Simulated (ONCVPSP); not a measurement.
## PBE ONCV dataset for beryllium, scalar-relativistic all-electron reference.

Input for ONCVPSP 4.0.1:

```
# ATOM AND REFERENCE CONFIGURATION
# atsym  z   nc   nv     iexc    psfile
  Be 4.00    1    1        4      upf
#
#   n    l    f
    1    0    2.00
    2    0    2.00
#
# PSEUDOPOTENTIAL AND OPTIMIZATION
# lmax
    2
#
#   l,   rc,      ep,       ncon, nbas, qcut
    0    1.60    0.00    5    8    4.30
    1    1.60    0.30    4    8    5.70
    2    1.35    0.09    4    9    7.80
#
# LOCAL POTENTIAL
# lloc, lpopt,  rc(5),   dvloc0
    4    3    1.35    0.00
#
# VANDERBILT-KLEINMAN-BYLANDER PROJECTORs
# l, nproj, debl
    0    2    3.40
    1    2    3.20
    2    3    0.80
#
# MODEL CORE CHARGE
# icmod, fcfact, rcfact
    0    0.00    0.00
#
# LOG DERIVATIVE ANALYSIS
# epsh1, epsh2, depsh
   -2.00    5.00    0.02
#
# OUTPUT GRID
# rlmax, drl
    6.00    0.01
#
# TEST CONFIGURATIONS
# ncnf
    4
# nvcnf
#   n    l    f
    1
    2    0    1.00
#
    1
    2    0    1.50
#
    2
    2    0    1.00
    2    1    1.00
#
    2
    2    0    0.00
    2    1    1.00
#
```

Command:

```bash
oncvpsp.x < Be.dat > Be.out
```

Resulting log (shortened: citation, most of the input echo, consistency checks and plot data are left out):

```
ONCVPSP  (Optimized Norm-Conservinng Vanderbilt PSeudopotential)
scalar-relativistic version 4.0.1

#   n    l    f        energy (Ha)
    1    0    2.00    -3.9032592E+00
    2    0    2.00    -2.0615309E-01

Reference configufation results
  iterations    23
  all-electron total energy (Ha)   -1.46328711D+01

Begin loop to  construct optimized pseudo wave functions
and semi-local pseudopoentials for all angular momenta

   Wellstate for l =  0  n =  4
     eigenvalue =   3.1938
     asymptotic potential =   3.6938
     half-point radius =  3.0800

Calculating optimized projector #   1

 for l=   0

    Fraction of norm inside rc  0.182583
    Optimizing pswf for qcut=   4.30 a_B^-1,  ecut=   9.23 Ha
    Residual kinetic energy error=  9.11D-05 Ha

    Energy error per electron        Cutoff
         Ha          eV             Ha
         0.01000     0.27211        3.06
         0.00100     0.02721        6.18
         0.00010     0.00272        9.48
         0.00001     0.00027       55.21

Calculating optimized projector #   2

 for l=   0

    Fraction of norm inside rc  0.124408
    Optimizing pswf for qcut=   4.30 a_B^-1,  ecut=   9.23 Ha
    Residual kinetic energy error=  1.33D-02 Ha

    Energy error per electron        Cutoff
         Ha          eV             Ha
         0.01000     0.27211       12.64
         0.00100     0.02721       72.20
         0.00010     0.00272       87.00
         0.00001     0.00027       96.37

WARNING wellstate: moderately localized bound state found for n= 2 l=  1
WARNING scattering state with energy  0.05000000
WARNING will be used for the first projector

   Wellstate for l =  1  n =  2
     eigenvalue =   0.0500
     asymptotic potential =   0.5500
     half-point radius =  3.0961

   Wellstate for l =  1  n =  4
     eigenvalue =   3.2500
     asymptotic potential =   3.7500
     half-point radius =  2.9447

Calculating optimized projector #   1

 for l=   1

    Fraction of norm inside rc  0.335784
    Optimizing pswf for qcut=   5.70 a_B^-1,  ecut=  16.26 Ha
    Residual kinetic energy error=  1.14D-04 Ha

    Energy error per electron        Cutoff
         Ha          eV             Ha
         0.01000     0.27211        7.43
         0.00100     0.02721       12.19
         0.00010     0.00272       16.97
         0.00001     0.00027       69.21

Calculating optimized projector #   2

 for l=   1

    Fraction of norm inside rc  0.153524
    Optimizing pswf for qcut=   5.70 a_B^-1,  ecut=  16.26 Ha
    Residual kinetic energy error=  4.19D-03 Ha

    Energy error per electron        Cutoff
         Ha          eV             Ha
         0.01000     0.27211       13.81
         0.00100     0.02721       21.00
         0.00010     0.00272       85.34
         0.00001     0.00027      103.91

   Wellstate for l =  2  n =  3
     eigenvalue =   0.0900
     asymptotic potential =   0.5900
     half-point radius = 17.4446

   Wellstate for l =  2  n =  4
     eigenvalue =   0.8900
     asymptotic potential =   1.3900
     half-point radius =  5.6420

   Wellstate for l =  2  n =  5
     eigenvalue =   1.6900
     asymptotic potential =   2.1900
     half-point radius =  5.3819

Calculating optimized projector #   1

 for l=   2

    Fraction of norm inside rc  0.000418
    Optimizing pswf for qcut=   7.80 a_B^-1,  ecut=  30.46 Ha
    Residual kinetic energy error=  1.06D-08 Ha

    Energy error per electron        Cutoff
         Ha          eV             Ha
         0.01000     0.27211        0.38
         0.00100     0.02721        1.17
         0.00010     0.00272        2.64
         0.00001     0.00027        6.31

Calculating optimized projector #   2

 for l=   2

    Fraction of norm inside rc  0.022289
    Optimizing pswf for qcut=   7.80 a_B^-1,  ecut=  30.46 Ha
    Residual kinetic energy error=  7.45D-07 Ha

    Energy error per electron        Cutoff
         Ha          eV             Ha
         0.01000     0.27211        2.89
         0.00100     0.02721        6.21
         0.00010     0.00272       14.09
         0.00001     0.00027       22.69

Calculating optimized projector #   3

 for l=   2

    Fraction of norm inside rc  0.043316
    Optimizing pswf for qcut=   7.80 a_B^-1,  ecut=  30.46 Ha
    Residual kinetic energy error=  2.39D-06 Ha

    Energy error per electron        Cutoff
         Ha          eV             Ha
         0.01000     0.27211        4.44
         0.00100     0.02721        9.72
         0.00010     0.00272       18.58
         0.00001     0.00027       26.39

Construct Vanderbilt / Kleinmman-Bylander projectors

B matrix Hermiticity error, ll=   0
   1   2   -8.2330E-05

  Orthonormal projector coefficients  5.6913E+00  9.3470E-01

B matrix Hermiticity error, ll=   1
   1   2   -5.8613E-05

  Orthonormal projector coefficients -2.7273E+00 -8.1101E-01

B matrix Hermiticity error, ll=   2
   1   2    1.8354E-07
   1   3   -6.4513E-07
   2   3    2.8697E-06

  Orthonormal projector coefficients -1.5367E+02 -2.3542E+00 -5.9743E-01

Pseudoatom total energy   -0.999180

Diagnostic tests using Vanderbilt-Kleinman-Bylander pseudopotentials
  1 or more projectors used as specified by nproj input data

   l    rcore       rmatch      e in        delta e   norm test  slope test

   0   1.6086685   1.6575111  -0.2061531  -0.0000003   1.0000092   1.0000051
   0   1.6086685   1.6575111   3.1938469   0.0000074   1.0001415   1.0001415

   1   1.6086685   1.6575111   0.0500000   0.0000014   1.0000191   1.0000191
   1   1.6086685   1.6575111   3.2500000   0.0000372   1.0000665   1.0000665

   2   1.3524621   1.3935258   0.0900000  -0.0000839   1.0000314   1.0000314
   2   1.3524621   1.3935258   0.8900000  -0.0000805   1.0000476   1.0000476
   2   1.3524621   1.3935258   1.6900000  -0.0000735   1.0000712   1.0000712

 Testing for bound ghosts
   n   l    E NL Schr. Eq   E Basis Diag.   E Cutoff

   1   0       -0.206153       -0.171996    100.43

   2   1       -0.074170       -0.016204    116.21

 Testing for highly-localized positive-energy ghosts
       l    <radius>/rc     E Basis Diag.   E Cutoff

       2        0.629603       16.496806    300.75  WARNING - GHOST(+)

Test configuration 0

   n   l     f        eae           eps        diff
   1   0  2.0000   -3.90325919
   2   0  2.0000   -0.20615309   -0.20615336   -2.73D-07

    Total energies and differences
      AE_ref= -1.46328711D+01  AE_tst= -1.46328711D+01  dif=  0.00D+00
      PS_ref= -9.99179529D-01  PS_tst= -9.99179529D-01  dif= -1.11D-16
      PSP excitation error=  1.11D-16

Test configuration 1

   n   l     f        eae           eps        diff
   1   0  2.0000   -4.32864212
   2   0  1.0000   -0.50348368   -0.50229889    1.18D-03

    Total energies and differences
      AE_ref= -1.46328711D+01  AE_tst= -1.42818952D+01  dif=  3.51D-01
      PS_ref= -9.99179529D-01  PS_tst= -6.48547097D-01  dif=  3.51D-01
      PSP excitation error=  3.43D-04

Test configuration 2

   n   l     f        eae           eps        diff
   1   0  2.0000   -4.10095771
   2   0  1.5000   -0.34904321   -0.34881116    2.32D-04

    Total energies and differences
      AE_ref= -1.46328711D+01  AE_tst= -1.44946650D+01  dif=  1.38D-01
      PS_ref= -9.99179529D-01  PS_tst= -8.61014788D-01  dif=  1.38D-01
      PSP excitation error=  4.14D-05

Test configuration 3

   n   l     f        eae           eps        diff
   1   0  2.0000   -3.95544474
   2   0  1.0000   -0.22655532   -0.22656277   -7.45D-06
   2   1  1.0000   -0.09315356   -0.09341118   -2.58D-04

    Total energies and differences
      AE_ref= -1.46328711D+01  AE_tst= -1.45001177D+01  dif=  1.33D-01
      PS_ref= -9.99179529D-01  PS_tst= -8.66589456D-01  dif=  1.33D-01
      PSP excitation error=  1.63D-04

Test configuration 4

psatom: WARNING lschvkbb convergence error n,l,iter=   2   1   2
ea(ii),et,emin,emax -6.370456E-01 -5.733411E-01 -5.733411E-01 -5.733411E-01
run_config: WARNING for fully non-local PS atom, stg. 2
 WARNING no output for configuration 5
```

The run took about 3.8 s on one core of a shared server CPU.
